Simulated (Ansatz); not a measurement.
Sn₁₀H₁₆⁻, a cluster cut from cubic tin, relaxed as a doublet with UKS PBE-D4/def2-SVP in Ansatz, starting from the PBE-D4/def2-SVP geometry of the neutral singlet. Force threshold 0.03 eV/Å.

In the def2 sets Sn takes a core potential; there is no spin–orbit coupling.

Start:

```xyz
26

Sn   -1.214    2.307    1.062
Sn   -1.346   -0.774   -2.356
Sn   -0.136   -2.091    1.892
Sn    2.701    0.550   -0.599
Sn   -1.350    0.220    2.946
Sn   -1.478   -2.855   -0.463
Sn   -2.557    1.532   -1.288
Sn    1.483    2.855    0.467
Sn    1.349   -0.217   -2.947
Sn    2.557   -1.536    1.287
H    -1.963    3.736    1.718
H    -2.175   -1.249   -3.813
H    -0.223   -3.381    3.060
H     4.369    0.889   -0.967
H    -3.007   -0.113    3.347
H    -0.549    0.694    4.413
H    -3.137   -3.217   -0.101
H    -0.766   -4.299   -1.116
H    -4.229    1.217   -0.936
H    -2.509    2.820   -2.453
H     1.583    4.158   -0.678
H     2.317    3.363    1.904
H     1.441    1.058   -4.125
H     2.111   -1.615   -3.642
H     3.406   -1.090    2.735
H     3.323   -2.961    0.653
```

(1) Estimate the energy that the relaxation releases and the steps that it takes.

(2) Does the start keep its bonding and symmetry?

(3) Predict the relaxed structure.

## Answers

(1) 14.3 kcal/mol, in 15 steps; 82 s on 2 threads of AMD EPYC 7R13 on a shared host and a share (18 GiB) of an NVIDIA H100 80GB HBM3. The force fell under the threshold at step 5, but the optimiser went on and released 0.224 eV more. No frequencies were taken in this run, so the end may be a saddle point.

(2) By distances, no bond broke or formed. The bond that changes most is Sn2–Sn6, from 2.82 to 2.98 Å (atoms count from 1). Point group Td at the start, Cs at the end, both within 0.05 Å.

(3) 
```xyz
26

Sn   -1.263    2.161    1.026
Sn   -1.543   -0.861   -2.730
Sn   -0.133   -2.345    2.172
Sn    2.590    0.421   -0.619
Sn   -1.275    0.126    2.994
Sn   -1.429   -2.764   -0.444
Sn   -2.527    1.464   -1.409
Sn    1.429    2.755    0.447
Sn    1.218   -0.220   -3.010
Sn    2.488   -1.566    1.393
H    -2.016    3.605    1.689
H    -2.174   -0.649   -4.404
H     0.114   -3.230    3.712
H     4.274    0.775   -0.987
H    -2.953   -0.104    3.443
H    -0.565    0.822    4.437
H    -3.095   -3.249   -0.094
H    -0.794   -4.293   -1.070
H    -4.222    1.260   -1.010
H    -2.520    2.923   -2.382
H     1.562    4.093   -0.669
H     2.288    3.290    1.872
H     1.567    1.091   -4.121
H     2.098   -1.571   -3.698
H     3.508   -0.995    2.699
H     3.374   -2.939    0.762
```
Bond lengths (bridged metal pairs left out): 12 × Sn–Sn 2.82 to 2.98 Å; 16 × H–Sn 1.75 to 1.80 Å.
